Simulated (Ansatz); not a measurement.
`COC[SiH2]P` and `COC[SiH2]O` differ in one atom or group.

Ansatz, PBE0-D4/def2-TZVP geometries, multiplicity 1. Each molecule was computed in one conformer, which needn't be the lowest.

```tsv
property	`COC[SiH2]P`
HOMO–LUMO gap (PBE0/def2-TZVPP) / eV	7.89
LUMO energy (PBE/def2-TZVPP) / eV	-0.51
LUMO energy (ωB97M-V/def2-TZVPP) / eV	2.13
size of the dipole moment (ωB97M-V/def2-TZVPP) / D	1.23
HOMO energy (PBE0/def2-TZVPP) / eV	-7.50
HOMO–LUMO gap (ωB97M-V/def2-TZVPP) / eV	11.74
```

(1) Give the same properties after the change, and the shifts. (Estimate.)

## Answers

(1) The calculation gave: 
```
                                          property  `COC[SiH2]O`  shift
              HOMO–LUMO gap (PBE0/def2-TZVPP) / eV          7.52  -0.37
                 LUMO energy (PBE/def2-TZVPP) / eV         -0.67  -0.16
             LUMO energy (ωB97M-V/def2-TZVPP) / eV          1.88  -0.25
size of the dipole moment (ωB97M-V/def2-TZVPP) / D          1.90   0.67
                HOMO energy (PBE0/def2-TZVPP) / eV         -7.29   0.21
           HOMO–LUMO gap (ωB97M-V/def2-TZVPP) / eV         11.50  -0.24
```

With PBE0 the HOMO rises by 0.21 eV and the LUMO falls by 0.16 eV, so the gap narrows by about 0.37 eV. PBE moves the HOMO by 0.24 eV and ωB97M-V by 0.00 eV. Dipoles are sizes alone; their direction can turn.
